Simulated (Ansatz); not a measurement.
Job for Ansatz (an electronic-structure program): R-PBE0/def2-TZVPP on GeH4N2 (SMILES [NH2][Ge][NH2]), a point of a torsion scan.

Ansatz 0.2 input:
```yaml
crystal:
  periodic: [false, false, false]
  atoms:
    - {symbol: N, position_ang: [1.40782230, -0.04472660, -0.12472416]}
    - {symbol: Ge, position_ang: [0.48729989, 0.12261246, 1.43417053]}
    - {symbol: N, position_ang: [-0.55231421, -1.34795653, 1.18474126]}
    - {symbol: H, position_ang: [1.29151517, -0.76274250, -0.82299870]}
    - {symbol: H, position_ang: [2.13013552, 0.59547847, -0.41241998]}
    - {symbol: H, position_ang: [-0.53312398, -1.97568721, 0.39598858]}
    - {symbol: H, position_ang: [-1.24969530, -1.65212829, 1.84470406]}
basis:
  gaussian:
    orbitals: def2-TZVPP
hamiltonian:
  xc: {name: PBE0}
scf: {lower_state_search: off}
```

The log:

```
WARN ansatz: RAYON_NUM_THREADS=1 ignored (pool sized by the plan → 1); use --threads N
Functional definition: PBE0
these checks for a lower state are left out or cut short: stability, starts, cluster_reference, orbital_swaps, neighbouring_geometries, increment
integrals: 0.07 GiB planned
947 factors; their error is unknown
mean field: 0.67 GiB planned
mean field evaluation 1: about -59541.6270 eV, gradient 8.4e1 eV
mean field evaluation 2: about -59513.8061 eV, gradient 1.3e2 eV
mean field evaluation 4: about -59554.6751 eV, gradient 4.7e0 eV
mean field evaluation 8: about -59554.7101 eV, gradient 2.8e-2 eV
mean field evaluation 16: about -59554.9891 eV, gradient 1.1e-5 eV
mean field -59554.98913406 eV, -2188.6054828552 hartree, gradient 1.6e-6 eV, S^2 0.000000; 0 other end points of the search recorded, 0 dependent functions left out
reference -59554.98915656 eV, -2188.6054836820 hartree; 25, 25 occupied and 141, 141 virtual orbitals, 947 factors
Total energy: -59554.98915656 eV, -2188.6054836820 hartree
Checks for a lower state left out: stability, starts, cluster_reference, orbital_swaps, neighbouring_geometries, increment
```

Self-consistency was reached.

Cost: roughly 4 core-seconds.
